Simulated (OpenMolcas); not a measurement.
**F+: effect of the active space**

```yaml
Program: OpenMolcas 26.06
Method: CASSCF or its RAS form
Basis: ANO-L-VDZP
Scalar_Hamiltonian: non-relativistic, point nucleus
Spin-orbit_coupling: RASSI with atomic mean-field integrals over the reference wave functions, term energies averaged over their components
```

A. 4 electrons in 3 orbitals (2p); 2S+1 = 3 even, 3 roots; 2S+1 = 1 even, 6 roots; cost of the order of 2.9 core-seconds
B. 6 electrons in 9 orbitals (RAS2 2s 2p; RAS3 3d, at most 2 electrons); 2S+1 = 3 even, 3 roots; 2S+1 = 1 even, 6 roots kept (CI in the orbitals of an earlier block); 2S+1 = 3 odd, 3 roots; 2S+1 = 1 odd, 3 roots kept (CI in the orbitals of an earlier block); cost roughly 20 core-seconds

Energies in cm-1 above 2s2 2p4 3P2, the measured ground level; measured values from NIST Handbook of Basic Atomic Spectroscopic Data.

| Level | A | B | Measured |
| --- | --- | --- | --- |
| 2s2 2p4 3P2 | 0.0 | 0.0 | 0.0 |
| 2s2 2p4 3P1 | 331 | 329 | 341 |
| 2s2 2p4 3P0 | 492 | 488 | 490 |
| 2s2 2p4 1D2 | 22729 | 22209 | 20873 |
| 2s2 2p4 1S0 | 56332 | 47685 | 44918 |

Deviations, from unrounded energies. A percentage is the sum of absolute deviations over the sum of measured energies, with the sign that they share, or ± where signs differ.

| Against measurement | Levels | A | B |
| --- | --- | --- | --- |
| mean absolute deviation (cm-1) | 4 | 3300 | 1000 |
| fine structure of the ground term (%) | 2 | ±1.4 | -1.6 |
| other terms of the ground configuration (%) | 2 | +20.2 | +6.2 |

B lies closest to measurement on these levels. The largest miss of B in the table is 2s2 2p4 1S0, by +2800 cm-1. The ranking rests on the paired levels alone, and a cruder setting can come out closer through cancelling errors.

Between A and B the level of the table that moves most is 2s2 2p4 1S0, by 8600 cm-1 (lowest in B, highest in A).

Without dynamic correlation excited terms often stand tens of per cent too high (terms of higher spin than the ground term too low), and those without a measured partner can miss by more than the paired ones. With the s shell closed, the reference lacks s² → p² mixing (holds for A). Terms from blocks run as CI alone lack orbitals of their own (holds for B). Active for correlation alone: 3d; no level in the range computed is led by a configuration that fills it, so any true level of that kind is missing (holds for B). Measured partners are found by configuration, term and J. A level has none where our copy of the source lacks it or the pairing is in doubt (some pairs that miss far off the trend of their configuration count as doubtful), and it then counts in no deviation. Levels of configurations outside the active space are missing. Levels that lie high or do not pair safely by name in every column are left out.
